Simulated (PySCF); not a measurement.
C4H4F3O (doublet state).
Z-matrix (Å and degrees, PBE0-D3(BJ)/def2-SVP geometry), rows numbered from 1:
```
O 
C   1  1.3363
C   2  1.3822  1  124.47
C   3  1.3902  2  126.96  1   179.67
C   4  1.4860  3  123.87  2    -2.42
F   5  1.3458  4  112.68  3    52.57
F   5  1.3450  4  112.52  3   -66.92
F   5  1.3348  4  111.02  3   172.98
H   1  0.9657  2  109.93  3    -0.46
H   2  1.0916  1  112.48  3  -179.81
H   3  1.0978  2  116.78  1    -0.43
H   4  1.0898  3  120.46  2  -179.13
```

The hyperfine couplings belong to this conformer and change with its torsions.

Identity: `O[CH]/C=C\C(F)(F)F` [radical].

The calculation used PySCF 2.14.0, UKS B3LYP, IGLO-III on C F O, pcH-1 on H, non-relativistic, mean-field spin-orbit, GIAO. Geometry: PBE0-D3(BJ)/def2-SVP, one conformer, isolated molecule. The SCF solution wasn't tested for stability.

Question: Predict the first-order ENDOR lines of C4, C2, C3, C5, F6/F7/F8, H12, H10, H9 and H11 under fast tumbling at B = 3337.7 mT (W band).

Answer: ν± = |νn ± a/2|, one line for each electron-spin manifold; νn = |g_N| × 7.62259 MHz/T × B.

```tsv
nuclei	isotope	g_N	νn (MHz)	a_iso (MHz)	lower line (MHz)	upper line (MHz)
C4	13C	1.4048	35.74	51.67	9.91	61.58
C2	13C	1.4048	35.74	40.04	15.72	55.76
C3	13C	1.4048	35.74	-40.02	15.73	55.75
C5	13C	1.4048	35.74	-24.57	23.46	48.03
F6/F7/F8	19F	5.2577	133.77	37.11	115.21	152.32
H12	1H	5.5857	142.11	-44.07	120.08	164.14
H10	1H	5.5857	142.11	-36.63	123.79	160.43
H9	1H	5.5857	142.11	-8.96	137.63	146.59
H11	1H	5.5857	142.11	8.30	137.96	146.26
```

The rows for 13C, of low natural abundance, apply to labelled samples.

Question: Which pairs are centred on the nuclear Larmor frequency, and which on half the coupling?

Answer: Centred on νn, since |a| < 2νn: C4, C2, C3, C5, F6/F7/F8, H12, H10, H9 and H11. No pair has |a| > 2νn.

Question: At what field would the lower line of H9 fall to zero frequency?

Answer: Where νn = |a|/2, that is B = 4.48 MHz/(5.5857 × 7.62259 MHz/T) = 105 mT, as far as first order holds there.

Class means assume fast exchange of nuclei equivalent by connectivity; if that motion is slow, each nucleus keeps its own coupling. The three 19F nuclei of mean +37.1 MHz run from 0.0 to 72.8 MHz in the frozen geometry.

The largest Mulliken spin populations are on C4 (+0.65), C2 (+0.52), C3 (-0.20) and O1 (+0.09). The angles at C4 add up to 359.9°, so it is planar; its axial dipolar tensor and the negative coupling of its proton fit spin in a p orbital normal to that plane.

The SMILES draws the unpaired electron on C2; the largest computed Mulliken spin population is on C4 (0.65 against 0.52).
